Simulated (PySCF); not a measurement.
C₄H₉BO₂Si, SMILES C[SiH](C)C#CB(O)O (GFN2-xTB optimised geometry):

```
17

Si    -1.017     1.405     0.024
C     -2.539     1.158     1.137
C      0.096     2.783     0.717
C     -0.045    -0.176     0.003
C      0.591    -1.207     0.000
B      1.404    -2.522     0.000
O      0.799    -3.733     0.002
O      2.758    -2.522     0.000
H     -1.425     1.709    -1.359
H     -2.250     0.897     2.152
H     -3.173     0.360     0.762
H     -3.141     2.061     1.188
H     -0.431     3.733     0.757
H      0.978     2.922     0.099
H      0.434     2.552     1.724
H     -0.156    -3.720     0.002
H      3.173    -1.662    -0.002
```

Computed with B3LYP/def2-SVP run with PySCF.

Q: What are the frontier orbital energies and the dipole moment?

A: HOMO-2 -8.74 eV, HOMO-1 -7.76 eV, HOMO -7.62 eV, LUMO -0.75 eV, LUMO+1 0.01 eV; dipole moment 2.92 D.

On the same geometry PBE/def2-SVP run with PySCF 2.14.0 gives HOMO-2 -7.33 eV, HOMO-1 -6.75 eV, HOMO -6.60 eV, LUMO -1.45 eV, LUMO+1 -0.70 eV; dipole moment 2.72 D.

Meta-Löwdin charges at B3LYP/def2-SVP: Si1 0.79, C2 -0.53, C3 -0.53, C4 -0.27, C5 -0.14, B6 0.40, O7 -0.47, O8 -0.47, H9 -0.12, H10 0.11, H11 0.11, H12 0.11, H13 0.11, H14 0.11, H15 0.11, H16 0.34, H17 0.34.
